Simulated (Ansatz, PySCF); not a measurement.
ClGa, SMILES [Cl][Ga] (connectivity only; charge and spin as stated), charge +1, multiplicity 2. Atoms are numbered in the order given.

```xyz
2

Ga     0.0000     0.0000    -0.7269
Cl     0.0000     0.0000     1.3616
```
Charge +1, spin multiplicity 2.

The structure is a stationary point at PBE0-D3(BJ)/def2-TZVP. The spin state was assumed, not searched.

Two levels are set side by side: PBE-D3(BJ)/def2-TZVP (Ansatz, a program for electronic structure) and PBE0-D3(BJ)/def2-TZVP (Ansatz). Each level has its own optimised geometry; the coordinates shown are those of the second. Frequencies come from the Hessian of PySCF at each geometry. Differences are taken from unrounded values.

```tsv
quantity	PBE0-D3(BJ)	PBE-D3(BJ)	PBE-D3(BJ) minus PBE0-D3(BJ)
bond Ga1–Cl2 (Å)	2.089	2.116	0.027
highest harmonic wavenumber (cm⁻¹)	426	396	-29
mean harmonic wavenumber (cm⁻¹)	426	396	-29
zero-point energy (kcal/mol)	0.61	0.57	-0.04
```
